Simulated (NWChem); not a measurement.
Species: CH4BeO; SMILES [O]([BeH])C

```xyz
7

Be    -0.0122     1.6436    -0.0028
H     -0.0322     2.9825    -0.0063
O      0.0085     0.2406     0.0015
C     -0.0041    -1.1430    -0.0006
H      0.8911    -1.5553     0.5177
H     -0.9064    -1.5394     0.5177
H     -0.0073    -1.5449    -1.0391
```
Atoms are numbered in this order, from 1.

Level: PBE-D3(BJ)/def2-SVP (NWChem), optimised geometry, unscaled harmonic frequencies. 

Problem. List the harmonic frequencies with IR intensities, and the thermochemistry.

Solution. 
```csv
frequency (cm⁻¹),IR intensity (km/mol)
104,2.1
104,2.1
542,137.6
542,137.7
914,2.4
1149,0.0
1150,0.0
1399,290.0
1422,2.4
1422,2.4
1463,65.9
2167,186.5
2923,96.3
3001,35.4
3002,35.3
```

The zero-point energy is 30.4 kcal/mol, the thermal correction to the enthalpy at 298.15 K (with zero-point energy) is 34.0 kcal/mol and the heat capacity Cv is 13.5 cal/(mol K). The entropy at 298.15 K and 1 atm (symmetry number 1) comes out as 66.1 cal/(mol K) and the dipole moment comes out as 1.95 D.

Rigid rotor and harmonic oscillator.
